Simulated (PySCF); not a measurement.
Vertical excitations of a molecule C5H6 from TDDFT-CAM-B3LYP/def2-SVPD (PySCF), as energy in eV (oscillator strength): 5.18 (0.086), 6.36 (0.000), 6.95 (0.009), 7.08 (0.049), 7.15 (0.000), 7.74 (0.000), 7.81 (0.001), 7.91 (0.000), 8.06 (0.000), 8.06 (0.000). Lowest triplet (TDA): 3.09 eV. Geometry optimised at PBE0-D3(BJ)/def2-SVP. One conformer was computed; it need not be the lowest.

Question: Which molecule gave these data?
(A) C1=CCC=C1
(B) C#CC1CC1
(C) C#CC(=C)C
(D) C#CCC=C

Answer: A, C1=CCC=C1
